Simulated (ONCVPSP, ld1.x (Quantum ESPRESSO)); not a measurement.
# Potentials for aluminium (Al) compared

Generated with ld1.x 7.5 (TM, RRKJ, ultrasoft, PAW), atompaw 4.2 or ONCVPSP 4.0.1. The cutoff is in Ry: for ld1.x and atompaw files where the sum of valence levels is converged to 10 mRy in a Bessel basis, for ONCV files where the hardest occupied wave has 1 mHa per electron of residual kinetic energy. The error is the largest all-electron minus pseudo excitation energy over each file’s own four to seven test configurations (ionisations up to +4, promotions, holes and added fractions of an electron), all of which were solved. The labels leave out finer settings (local radius, basis sizes, second energies), which also bear on the numbers. Spin-polarised tests are not counted. The rows are a selection from randomly drawn settings: files with unsolved tests, undetermined cutoffs or missed reference levels are left out.

| potential | cutoff (Ry) | largest error (meV) | bound ghosts |
| --- | --- | --- | --- |
| ONCV, PBE, scalar-relativistic, rc 1.15/0.80 (sp), local smoothed, core correction yes, reference 2s2 2p6 3s2, qcut 10.5/15.4, projectors 2/3 | 195 | -4.9 | none |
| ONCV, PBE, fully relativistic, rc 2.10/2.10 (sp), local p, core correction yes, reference 3s2 3p1, qcut 3.8/3.5, projectors 2/0 | 10 | +25 | none |
| ONCV, PBE, scalar-relativistic, rc 1.05/1.00 (sp), local p, core correction yes, reference 2s2 2p6 3s2, qcut 11.8/13.3, projectors 2/0 | 147 | -297 | none |
| ONCV, LDA (Perdew-Wang 92), scalar-relativistic, rc 1.05/1.00/0.80 (spd), local d, core correction yes, reference 2s2 2p6 3s2 3p0.75, qcut 10.6/11.7/11.6, projectors 2/2/0 | 128 | +424 | none |

Problem. Fill in the row for Al: ONCV, PBE, scalar-relativistic, rc 1.65/2.40/2.25 (spd), local smoothed, core correction yes, reference 3s2 3p1, qcut 3.2/3.3/4.2, projectors 1/1/1.

Solution. cutoff 11 Ry, largest error +24 meV, bound ghosts: none.

Problem. Fill in the row for Al: ONCV, LDA (Perdew-Zunger), scalar-relativistic, rc 0.85/0.90/0.90 (spd), local smoothed, core correction yes, reference 2s2 2p6 3s1 3p2, qcut 16.8/13.7/9.2, projectors 2/2/2.

Solution. cutoff 165 Ry, largest error +1.1 meV, bound ghosts: none.

Problem. Fill in the row for Al: TM semilocal, LDA (PZ), scalar-relativistic, rc 1.55/2.00 (sp), local p, core correction yes, reference 3s2 3p0.

Solution. cutoff 25 Ry, largest error -13 meV, bound ghosts: none.
